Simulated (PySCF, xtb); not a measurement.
C₃H₉OSi, SMILES CO[Si](C)C, multiplicity 2.

Geometry: B3LYP-D3(BJ)/def2-SVP. The isomer is the one that the SMILES or the coordinates give; other isomers of the formula were not compared. One conformer was computed; it need not be the lowest.

The numbers are results of IEF-PCM-B3LYP/def2-SVP (PySCF), not measurements.

The values are the electrostatic part of the solvation free energy, E(continuum) − E(gas) at the gas-phase geometry, in a cavity of scaled van der Waals radii (PySCF's table); cavitation and dispersion terms are not included. The dipole moment in vacuum is 0.94 D.

### Question
Estimate the values in water (ε = 78.36), 1-octanol (ε = 9.86), chlorobenzene (ε = 5.70). (An estimate is asked for; the answer gives what the named calculation found.)

### Answer

```tsv
solvent	ε	ΔG(elec) (kcal/mol)	dipole (D)
water	78.36	-2.3	1.29
1-octanol	9.86	-2.0	1.23
chlorobenzene	5.70	-1.7	1.18
```

For comparison, GFN2-xTB/ALPB(water) (xtb, at the GFN2-xTB geometry, all terms of that model) gives 0.2 kcal/mol.
